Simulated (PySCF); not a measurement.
CH6O3Sn, SMILES [OH][SnH]([O]C)[OH]. Geometry optimised at PBE-D3(BJ)/def2-SVP. The structure was generated by enumeration; whether it is a known compound was not checked. The def2 effective core potentials stand for the cores of Sn; spin–orbit coupling is left out. One conformer was computed; it need not be the lowest.

Computed equilibrium geometry at PBE-D3(BJ)/def2-SVP (PySCF confirms it by a frequency run) as a Z-matrix (one conformer of several):
```
O
C 1 1.4170
H 2 1.1122 1 108.35
H 2 1.1155 3 107.66 1 -122.85
H 2 1.1169 3 107.28 4 -115.31
Sn 1 2.0120 2 119.38 3 -159.74
O 6 1.9997 1 100.95 2 153.65
H 7 0.9787 6 107.01 1 -7.91
O 6 2.0056 7 111.94 8 106.39
H 9 0.9774 6 109.40 7 -42.47
H 6 1.7194 7 112.35 8 -133.91
```
Charge 0, spin multiplicity 1.
